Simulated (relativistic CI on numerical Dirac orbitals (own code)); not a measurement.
# Hf3+: 4d photoemission

Computed with this model: Dirac-Coulomb-Breit CI, separate exchange-only KLI orbitals for each configuration, QED by a radiative potential, valence Slater integrals scaled by 0.7, multiplet model of photoemission in the sudden approximation; configurations [Xe] 4f14 5d → [Kr] 4d9 4f14 5s2 5p6 5d; 80 K; Lorentzian 4.9 eV and Gaussian 0.6 eV FWHM. Energies are those of the free ion, without screening or charge transfer. The energies are binding energies and can lie tens of eV above those of solids. S is read from ⟨S²⟩ = S(S + 1).

Computed curve for free ion, scaled to 100 at the maximum (points under 2 are left out and the grid is thinned):

| Energy (eV) | Intensity |
| --- | --- |
| 232.0 | 2.1 |
| 233.2 | 2.3 |
| 234.4 | 2.6 |
| 235.6 | 3.0 |
| 236.8 | 3.5 |
| 238.0 | 4.1 |
| 239.2 | 4.9 |
| 240.4 | 5.9 |
| 241.6 | 7.2 |
| 242.8 | 9.2 |
| 244.0 | 12.0 |
| 245.2 | 16.4 |
| 246.4 | 23.5 |
| 247.6 | 35.7 |
| 248.8 | 56.8 |
| 250.0 | 86.0 |
| 251.2 | 100.0 |
| 252.4 | 80.2 |
| 253.6 | 53.8 |
| 254.8 | 37.4 |
| 256.4 | 28.7 |
| 257.6 | 29.0 |
| 258.8 | 35.4 |
| 260.0 | 49.2 |
| 261.2 | 65.2 |
| 262.4 | 64.4 |
| 263.6 | 47.4 |
| 264.8 | 31.3 |
| 266.0 | 20.6 |
| 267.2 | 14.2 |
| 268.4 | 10.3 |
| 269.6 | 7.9 |
| 270.8 | 6.2 |
| 272.0 | 5.0 |
| 273.2 | 4.2 |
| 274.4 | 3.5 |
| 275.6 | 3.0 |
| 276.8 | 2.6 |
| 278.0 | 2.3 |
| 279.2 | 2.0 |

The ground state has S = 0.50, and the centroid lies at 255.38 eV.
